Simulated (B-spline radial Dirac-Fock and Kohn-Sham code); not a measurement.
## Satellites and hypersatellites of the K lines of Pt⁴⁹⁺

System: Pt⁴⁹⁺ in the configuration [Ar] 3d10 4s1.

The computed values come from a radial finite-basis atomic code: Dirac-Fock ΔSCF + Breit + QED. Each two-hole energy is an average over J within one jj subconfiguration, not an observable level; in light atoms, where LS coupling holds, the j-resolved values are not observed lines, and for a K spectator the Kα1 hypersatellite is nearly forbidden. Electron correlation is not included.

Lines without a spectator: Kα2 (K-L2) 65165.5 eV, Kα1 (K-L3) 66883.7 eV, Kβ3 (K-M2) 75556.3 eV, Kβ1 (K-M3) 75956.8 eV. Shifts in eV with one spectator hole (a dash: not computed, or left out as unreliable):

| spectator hole | Kα2 | Kα1 | Kβ3 | Kβ1 |
| --- | --- | --- | --- | --- |
| K (1s) | +1068.9 | +1160.0 | +1391.0 | +1413.5 |
| L2 (2p1/2) | +140.8 | +192.3 | – | +362.7 |
| L3 (2p3/2) | +101.2 | +113.5 | +264.9 | – |
| M2 (3p1/2) | – | +34.0 | +67.4 | +79.5 |
| M3 (3p3/2) | +18.08 | – | +56.9 | +58.8 |
| M4 (3d3/2) | +7.30 | +4.15 | – | – |
| M5 (3d5/2) | +1.25 | +6.30 | – | – |
